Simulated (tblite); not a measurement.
Species: C5H6N2O2Si.
SMILES with atom numbers: `[N:1]#[C:2][Si@@H:3]([CH:4]=[O:5])/[CH:6]=[CH:7]\[C:8]([NH2:9])=[O:10]` (hydrogens: H11 on Si3; H12 on C4; H13 on C6; H14 on C7; H15, H16 on N9)

Computed with GFN2-xTB (tblite), gas phase: L-BFGS steps from a force-field or distance-geometry start until the largest atomic force falls under 0.01 eV/Å.

At the end of the run (lengths in Å): C8–N9 1.338, Si3–C4 1.949, Si3–C6 1.896, N9–H15 1.008, C2–Si3 1.898, C8=O10 1.246, N9–H16 1.005, C4–Si3–C6 99.6°, C2–Si3–C6 98.3°, C6–C7–C8 113.6°, C2–Si3–C4 96.3°, C2–Si3–C4–O5 134°, C2–Si3–C6–C7 -160°, Si3–C6–C7–C8 -8°, H15–N9–C8–C7 -173°, H11–Si3–C6–C7 88°.

**Question.** These geometries were met on the way; a selection of coordinates is given. Order them by energy above the end point, lowest first.
A. C8–N9 1.369, Si3–C4 1.942, Si3–C6 1.899, N9–H15 1.009, C2–Si3 1.897, C8=O10 1.241, N9–H16 1.015, C4–Si3–C6 109.8°, C2–Si3–C6 103.3°, C6–C7–C8 118.3°, C2–Si3–C4 103.4°, C2–Si3–C4–O5 108°, C2–Si3–C6–C7 171°, Si3–C6–C7–C8 9°, H15–N9–C8–C7 -157°, H11–Si3–C6–C7 57°
B. C8–N9 1.424, Si3–C4 1.873, Si3–C6 1.823, N9–H15 1.070, C2–Si3 1.838, C8=O10 1.260, N9–H16 1.046, C4–Si3–C6 111.3°, C2–Si3–C6 108.2°, C6–C7–C8 122.8°, C2–Si3–C4 105.0°, C2–Si3–C4–O5 111°, C2–Si3–C6–C7 173°, Si3–C6–C7–C8 0°, H15–N9–C8–C7 -116°, H11–Si3–C6–C7 51°
C. C8–N9 1.346, Si3–C4 1.907, Si3–C6 1.897, N9–H15 1.001, C2–Si3 1.886, C8=O10 1.237, N9–H16 1.002, C4–Si3–C6 112.0°, C2–Si3–C6 99.8°, C6–C7–C8 115.4°, C2–Si3–C4 100.6°, C2–Si3–C4–O5 107°, C2–Si3–C6–C7 173°, Si3–C6–C7–C8 8°, H15–N9–C8–C7 179°, H11–Si3–C6–C7 65°
D. C8–N9 1.385, Si3–C4 1.911, Si3–C6 1.867, N9–H15 1.001, C2–Si3 1.885, C8=O10 1.205, N9–H16 1.000, C4–Si3–C6 108.9°, C2–Si3–C6 105.8°, C6–C7–C8 121.3°, C2–Si3–C4 104.1°, C2–Si3–C4–O5 110°, C2–Si3–C6–C7 172°, Si3–C6–C7–C8 4°, H15–N9–C8–C7 -124°, H11–Si3–C6–C7 50°
E. C8–N9 1.349, Si3–C4 1.931, Si3–C6 1.888, N9–H15 1.017, C2–Si3 1.890, C8=O10 1.219, N9–H16 1.001, C4–Si3–C6 112.6°, C2–Si3–C6 102.0°, C6–C7–C8 117.5°, C2–Si3–C4 101.8°, C2–Si3–C4–O5 108°, C2–Si3–C6–C7 173°, Si3–C6–C7–C8 8°, H15–N9–C8–C7 -173°, H11–Si3–C6–C7 64°

**Answer.** C (0.140 eV), E (0.261 eV), A (0.462 eV), D (0.844 eV), B (1.383 eV).

```tsv
step	E above end (eV)	rms distance from the end, all atoms (Å)	largest force (eV/Å)	rms shift of all bonds from the end (Å)
19	0.140	0.561	0.592	0.014
15	0.261	0.589	0.846	0.010
10	0.462	0.625	1.132	0.011
5	0.844	0.660	1.169	0.022
0	1.383	0.679	2.837	0.044
```

Rows stand in the order of the answer.
